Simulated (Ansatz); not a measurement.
A nudged elastic band was laid between two geometries of BrH + H5NSSi (10 atoms, charge 0, multiplicity 1).

Computed with RKS PBE0/def2-SVP in Ansatz 0.2.0.

* movable images: 7
* climbing image: yes
* spring: 5.0 eV/Å²
* optimiser: quadratic models (default)
* start path: through a guess of the saddle point
* force threshold: 0.05 eV/Å
* iteration limit: 40
* end points: relaxed

First end point:

```xyz
10
Properties=species:S:1:pos:R:3
Si -0.098 -0.613 -0.232
S 1.162 0.839 0.807
H -1.231 0.129 -0.848
H 0.859 -1.176 -1.221
N -0.772 -1.884 0.707
H 1.008 2.369 -0.978
Br 0.714 3.216 -2.113
H 0.154 1.432 1.484
H -1.615 -1.728 1.249
H -0.180 -2.582 1.143
```

Last end point:

```xyz
10
Properties=species:S:1:pos:R:3
Si -0.465 -0.630 -1.126
S 0.591 1.684 1.983
H -1.618 0.286 -0.919
H -0.719 -1.651 -2.175
N -0.090 -1.409 0.348
H 1.113 1.774 0.738
Br 1.171 0.699 -1.971
H -0.569 2.258 1.596
H 0.031 -0.820 1.172
H 0.555 -2.191 0.355
```

**Question.** What changes between the two ends?

**Answer.** Bonds broken: Si1–S2, H6–Br7. Bonds formed: Si1–Br7, S2–H6. BrH + H5NSSi becomes BrH4NSi + H2S.

**Question.** Give the energies along the band, and the barrier.

**Answer.** The run converged. The highest image is number 3 of 0 to 8, 25.9 kcal/mol above the first end and 34.8 kcal/mol above the last; the last end lies 8.9 kcal/mol below the first. Beside the main top the profile has a ripple of under 15 meV (maxima at images 3, 6), which may be a very shallow well or noise. A vibrational analysis at the climbing image gives one clearly imaginary mode, 234i cm⁻¹: a first-order saddle point. The orbitals stay closed-shell, which can raise the energy where a bond breaks towards radicals; this wasn't checked here.

```csv
image,path coordinate (Å),energy (kcal/mol),Si1–S2 (Å),H6–Br7 (Å),Si1–Br7 (Å)
0,0.00,0.0,2.19,1.45,4.34
1,0.82,0.5,2.20,1.45,3.82
2,1.65,10.4,2.28,1.54,3.16
3,2.47,25.9,2.58,2.13,2.66
4,3.81,5.9,3.58,2.39,2.33
5,5.14,-7.6,4.29,2.84,2.27
6,6.49,-7.3,4.51,2.88,2.27
7,7.83,-8.5,4.35,2.90,2.27
8,9.17,-8.9,4.02,2.91,2.27
```

**Question.** What is the geometry of the highest image?

**Answer.** 
```xyz
10
Properties=species:S:1:pos:R:3
Si -0.257 -0.320 -0.625
S 1.234 0.989 1.019
H -1.640 0.146 -0.893
H 0.758 -0.952 -1.500
N -0.618 -1.577 0.506
H 1.345 1.859 -0.077
Br 0.335 1.909 -1.955
H 0.178 1.664 1.524
H -1.434 -1.535 1.108
H 0.099 -2.182 0.893
```

The band took 22 iterations and about 16 core-minutes.

Time of the run: 8.5 min on 2 threads of Arm Neoverse V2 (shared host), peak memory 0.28 GiB.
